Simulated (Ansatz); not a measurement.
`NBO[SiH3]` + `BCC(C)C` → `CC(C)BN` + `BCO[SiH3]`  (redistribution)

Calculated with Ansatz (gas phase, PBE0-D4/def2-TZVP geometries, no zero-point term in ΔE). CCSD(T)/CBS adds triple-zeta CCSD(T) − MP2 to the extrapolated MP2 energy (def2 sets, frozen cores). DFT in def2-TZVPP. One conformer a species, not always the lowest.

(1) Is it downhill or uphill in electronic energy at CCSD(T)/CBS, and by how much? (Best estimate.)

(2) What do these levels give: LDA (SPW92), PBE-D4, r2SCANh-D4, PBE, r2SCANh, r2SCAN0, MP2/def2-SVP, CCSD/def2-TZVPP, HF/def2-QZVPP, MP2/def2-QZVPP, HF/CBS(def2), CCSD/CBS(def2)? (An estimate is asked.)

Largest T1 diagnostic among the species: 0.012.

Results:

(1) Computed: Uphill: ΔE = +189.0 kJ/mol.

(2) Ansatz gave: LDA (SPW92) 182.7, PBE-D4 174.6, r2SCANh-D4 187.3, PBE 173.9, r2SCANh 187.1, r2SCAN0 189.4, MP2/def2-SVP 201.1, CCSD/def2-TZVPP 188.3, HF/def2-QZVPP 192.8, MP2/def2-QZVPP 194.9, HF/CBS(def2) 192.9, CCSD/CBS(def2) 189.9 kJ/mol.

From BLYP to BHLYP (50 % exact exchange), in def2-TZVPP and without D4, ΔE moves by +14.0 kJ/mol. At CCSD(T), def2-SVP lies +4.2 kJ/mol from the extrapolated value and def2-TZVPP −1.6 kJ/mol. Leaving LDA and LC-ωPBE aside and taking each functional with its dispersion term where it has one, the values, not all of them listed here, spread over 16.4 kJ/mol, from revPBE-D4 to r2SCAN0-D4. LDA lies +8.8 kJ/mol from PBE without D4.
